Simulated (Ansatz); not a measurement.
System (SMILES): F[C]Cl (closed-shell singlet).
Atoms: F1, C2, Cl3. Bonds: F1-C2, C2-Cl3.

How fast the optimised F1-C2 bond length converges with the basis for several methods (Ansatz, a program for electronic structure): deviation from each method's own reference, in Å. References: B3LYP 1.2961 Å, the value in def2-QZVPPD; CCSD(T) 1.2970 Å, the value in def2-QZVPP; HF 1.2637 Å, the value in def2-QZVPPD; MP2 1.2942 Å, the value in def2-QZVPP; PBE 1.3117 Å, the value in def2-QZVPPD. Cartesian d functions, on some or all atoms, in 6-31G*; all else is spherical. In correlated methods cores are frozen. A restricted Hartree-Fock determinant is unstable towards unrestricted orbitals. No added dispersion term, no relativity. The reference of a correlated method is not its basis-set limit, which lies further on.

| basis | functions | B3LYP | CCSD(T) | HF | MP2 | PBE |
|---|---|---|---|---|---|---|
| 6-31G* | 49 | 0.0038 | 0.0184 | 0.0120 | (withheld) | 0.0016 |
| cc-pV(D+d)Z | 51 | 0.0088 | 0.0149 | 0.0136 | (withheld) | 0.0076 |
| aug-cc-pV(D+d)Z | 78 | 0.0172 | 0.0331 | 0.0188 | (withheld) | 0.0177 |
| def2-TZVP | 99 | 0.0014 | 0.0031 | 0.0020 | (withheld) | 0.0009 |
| cc-pV(T+d)Z | 99 | 0.0002 | 0.0015 | 0.0020 | (withheld) | -0.0005 |
| 6-311++G(3df,3pd) | 125 | -0.0018 | -0.0003 | -0.0014 | (withheld) | -0.0022 |
| def2-TZVPPD | 128 | 0.0017 | 0.0053 | 0.0021 | (withheld) | 0.0015 |
| aug-cc-pV(T+d)Z | 147 | 0.0021 | 0.0059 | 0.0021 | (withheld) | 0.0018 |

Question: Fill in the missing entries.

Answer: 
- 6-31G*, MP2: 0.0158
- cc-pV(D+d)Z, MP2: 0.0116
- aug-cc-pV(D+d)Z, MP2: 0.0296
- def2-TZVP, MP2: 0.0023
- cc-pV(T+d)Z, MP2: 0.0007
- 6-311++G(3df,3pd), MP2: -0.0015
- def2-TZVPPD, MP2: 0.0043
- aug-cc-pV(T+d)Z, MP2: 0.0049

Mean absolute deviation over def2-TZVP, cc-pV(T+d)Z, 6-311++G(3df,3pd), def2-TZVPPD, aug-cc-pV(T+d)Z: PBE 0.0014, B3LYP 0.0014, HF 0.0019, MP2 0.0027, CCSD(T) 0.0032 Å.
